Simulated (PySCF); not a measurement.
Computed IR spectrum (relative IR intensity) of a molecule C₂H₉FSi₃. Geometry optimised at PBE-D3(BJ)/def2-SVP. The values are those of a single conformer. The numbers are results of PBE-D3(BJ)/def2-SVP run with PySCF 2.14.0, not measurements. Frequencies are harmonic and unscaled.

Lines under 2 % of the strongest are left out, and lines within 2 cm⁻¹ are merged.

ν (cm⁻¹): 396 (vw), 457 (vw), 560 (vw), 582 (vw), 625 (w), 635 (m), 685 (m), 722 (m), 762 (s), 785 (m), 802 (w), 868 (vs), 883 (s), 899 (m), 906 (m), 914 (w), 943 (vw), 990 (w), 1040 (m), 1108 (vw), 1357 (vw), 2137 (m), 2143 (vs), 2148 (m), 2155 (m), 2160 (m), 2165 (s), 2961 (vw) (against the strongest line: vs over 80 %, s over 45 %, m over 15 %, w over 4 %, vw less)

Q: Which structure fits?
(A) F/C=C\[SiH]([SiH3])[SiH3]
(B) F[C@@H]1[SiH2][SiH2][C@H]1[SiH3]
(C) F[Si@H]1C[SiH2]C[SiH2]1
(D) F[Si@@H]1C[C@@H]([SiH3])[SiH2]1

A: D, F[Si@@H]1C[C@@H]([SiH3])[SiH2]1
